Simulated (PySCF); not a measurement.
## Correlation energy of Si (silicon, neutral)

[Ne] 3s2 3p1 4s1, high-spin 3P determinant (an excited configuration). Calculation: PySCF 2.14, in aug-cc-pVDZ-DK (5s4p2d, 27 functions); the spin-free X2C one-electron Hamiltonian (Gaussian nucleus). Frozen: [Ne]; 4 electrons correlated.

```
  level  correlation energy (mhartree)
   CCSD                         -62.52
    (T)                          -1.35
CCSD(T)                         -63.87
  CCSDT                         -64.45
    FCI                         -64.49
```

Diagnostics: T1 = 0.016, D1 = 0.0433, largest double amplitude 0.097, weight of the Hartree-Fock determinant in FCI 0.9243 (33880 determinants).

The outer electron is Rydberg-like, and this basis confines it to a smaller radius and binds it less than a complete one would.

Cost of the coupled-cluster step: of the order of 0.6 core-seconds, for 4 correlated electrons.
